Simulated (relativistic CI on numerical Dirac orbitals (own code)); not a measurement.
**Spin-allowed bands of a d7 ion in an octahedral site, by hand**

Problem. Take Δ = 6570 cm⁻¹ and B = 730 cm⁻¹ for a high-spin d7 ion in an octahedral site. Calculate the three spin-allowed bands.

Working.
1. The terms of highest spin are 4F (energy 0) and 4P (15B = 10950 cm⁻¹). Here the F term splits into A2 at +1.2Δ = 7884, T2 at +0.2Δ = 1314 and T1 at −0.6Δ = -3942 cm⁻¹.
2. The two T1 states mix through the element 0.4Δ: H = [[-3942, 2628], [2628, 10950]], with roots ½(H₁₁ + H₂₂) ∓ ½√[(H₂₂ − H₁₁)² + 4H₁₂²] = ½(7008) ∓ ½(15792) = -4392 and 11400 cm⁻¹.
3. The ground term is 4T1 at -4392 cm⁻¹.
4. Bands: 4T2 5706 cm⁻¹ (1752 nm), 4A2 12276 cm⁻¹ (815 nm), 4T1(P) 15792 cm⁻¹ (633 nm).

Check. Exact diagonalisation of the whole d7 shell with these parameters gives 4T2 5706, 4A2 12276, 4T1 15792 cm⁻¹. The match is exact, since without spin-orbit coupling no other term has this spin. The ratio of the second band to the first, 2.151, depends on Δ/B = 9.0 alone, which is how a Tanabe-Sugano diagram is read.
